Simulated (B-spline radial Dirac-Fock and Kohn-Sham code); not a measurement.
**Zn⁵⁺: non-radiative channels of the 1s vacancy**

System: Zn⁵⁺ in the configuration [Ar] 3d7.

The run's input, task.json:

```json
{"items": [{
  "Z": 30,
  "q": 5,
  "cfg": [[1, 0, 2], [2, 0, 2], [2, 1, 6], [3, 0, 2], [3, 1, 6], [3, 2, 7]],
  "A": 64,
  "rrms": 3.9283,
  "do": ["binding", "quiet", "decay"],
  "holes": ["K", "L1", "L2", "L3", "M1", "M2", "M3"]
}]}
```

Run with: `python xray_run.py task.json out`

Calculated with a radial B-spline solver, using one-electron (LDA, Dirac) transition rates at Dirac-Fock energies. Kinetic energies are configuration averages from the vacuum level; the two-hole energies are estimated from single-hole states.

```
transition  kinetic energy (eV)  width (meV)  share (%)
    K-L1L1               7072.0         52.0        6.2
    K-L1L2               7232.3         61.6        7.4
    K-L1L3               7256.3          109       13.1
    K-L2L2               7367.2         11.2        1.3
    K-L2L3               7397.0          268       32.1
    K-L3L3               7419.5          148       17.7
    K-L1M1               8179.7         14.9        1.8
    K-L1M2               8230.0         8.78        1.1
    K-L1M3               8233.6         15.5        1.9
    K-L2M1               8332.9         7.55        0.9
    K-L3M1               8356.3         13.3        1.6
    K-L2M2               8385.4         3.02        0.4
    K-L2M3               8387.4         32.9        3.9
    K-L3M2               8407.2         32.7        3.9
    K-L3M3               8411.6         36.7        4.4
    K-L3M4               8493.4         2.69        0.3
    K-L3M5               8494.2         2.60        0.3
    K-M2M3               9356.8         4.05        0.5
```

For K holes below about Z = 40 intermediate coupling redistributes the KLL shares among these jj groups. The listed channels hold 99 % of the non-radiative rate. Summed by principal shells, of 0.836 eV in all: KLL 77.8 %, KLM 20.9 %, KMM 1.4 %.
